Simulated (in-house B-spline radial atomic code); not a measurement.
Configurations of the vanadium ion V⁵⁺, with energies counted from [Ne] 3s2 3p6. Computed with a B-spline radial code for spherical atoms: Dirac-Hartree-Fock, average of configuration, Fermi nucleus of rms radius 3.6002 fm. Energies include first-order Breit, QED and recoil terms.

Occupations are held fixed; configurations that lie above the ionisation limit could autoionise.

```csv
configuration,E - E(ref) (eV),highest orbital,its <r> (bohr)
[Ne] 3s2 3p5 4d1,88.208,4d5/2,2.673
[Ne] 3s2 3p5 6s1,106.94,6s1/2,6.05
[Ne] 3s2 3p5 5g1,107.68,5g9/2,4.574
[Ne] 3s1 3p6 4p1,110.44,4p3/2,2.301
[Ne] 3s2 3p5 7d1,115.92,7d5/2,10.29
[Ne] 3s2 3p5 7f1,117.08,7f7/2,10.96
[Ne] 3s1 3p6 4f1,130.37,4f5/2,2.856
[Ne] 3s1 3p6 6g1,148.07,6g9/2,7.317
[Ne] 3s1 3p6 7f1,151.48,7f7/2,10.95
[He] 2s2 2p5 3s2 3p6 5d1,594.48,5d5/2,4.63
[He] 2s2 2p5 3s2 3p6 6s1,597.94,6s1/2,5.989
[He] 2s2 2p5 3s2 3p6 5g1,598.89,5g9/2,4.575
[He] 2s2 2p5 3s2 3p6 7d1,607,7d5/2,10.17
```

Q: Order these further configurations by energy, lowest first.
A. [He] 2s2 2p5 3s2 3p6 6g1
B. [Ne] 3s2 3p5 5s1
C. [He] 2s2 2p5 3s2 3p6 7g1
D. [He] 2s2 2p5 3s2 3p6 4f1
E. [Ne] 3s1 3p6 7d1

A: B (95.049 eV), E (150.32 eV), D (587.19 eV), A (604.88 eV), C (608.49 eV).

Q: How far above the reference does [He] 2s2 2p5 3s2 3p6 7f1 lie?

A: 608.28 eV; its least bound orbital is 7f7/2 with <r> = 10.95 bohr.

Q: How far above the reference does [Ne] 3s2 3p5 3d1 lie?

A: 41.893 eV; its least bound orbital is 3d5/2 with <r> = 1.004 bohr.

Q: How far above the reference does [Ne] 3s2 3p5 7s1 lie?

A: 113.27 eV; its least bound orbital is 7s1/2 with <r> = 8.761 bohr.

Q: One of these lies 96 eV from the reference. Which?
A. [Ne] 3s1 3p6 5d1
B. [Ne] 3s2 3p5 6f1
C. [He] 2s2 2p5 3s2 3p6 5f1
D. [Ne] 3s2 3p5 4f1

A: D.
